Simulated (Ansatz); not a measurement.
The same path of Cl$_{2}$GaH$_{3}$S (7 atoms, charge 0, multiplicity 1) was run twice with different band settings. Lost on the way: Ga1–H2, S5–H7. Made: H2–H7.

Theory: Ansatz, RKS CAM-B3LYP-D4/def2-SVP.

Relaxed end points:

```xyz
7
Properties=species:S:1:pos:R:3
Ga 0.036 0.132 0.231
H 0.477 1.075 1.376
Cl 1.378 -0.334 -1.408
Cl -2.057 -0.015 -0.325
S 0.166 -2.244 1.330
H 0.625 -2.778 0.178
H -1.126 -2.501 1.032
```

```xyz
7
Properties=species:S:1:pos:R:3
Ga 0.065 -0.900 -0.495
H -0.205 0.459 1.948
Cl 1.547 0.518 -1.059
Cl -1.981 -0.403 -0.834
S 0.646 -2.852 0.280
H -0.633 -3.269 0.395
H 0.061 -0.219 2.178
```

Common settings: spring 5.0 eV/Å²; optimiser quadratic models (default); start path through a guess of the saddle point; force threshold 0.03 eV/Å; iteration limit 60; end points relaxed.

| run | movable images | climbing image |
| --- | --- | --- |
| 1 | 9 | yes |
| 2 | 4 | no |

**Question.** What does each run give, and how far can it be trusted?

**Answer.** Run 1: converged after 14 iterations, highest image 1.298 eV above the first end. A vibrational analysis at the climbing image gives one clearly imaginary mode, 1321i cm⁻¹: a first-order saddle point.
Run 2: converged after 16 iterations, highest image 0.416 eV above the first end. No image climbed, so the highest image needn't sit at the top of the path. A band with more images between the same ends climbed to 1.30 eV, so this one has probably stepped over the top.
The orbitals stay closed-shell, which can raise the energy where a bond breaks towards radicals; this wasn't checked here.
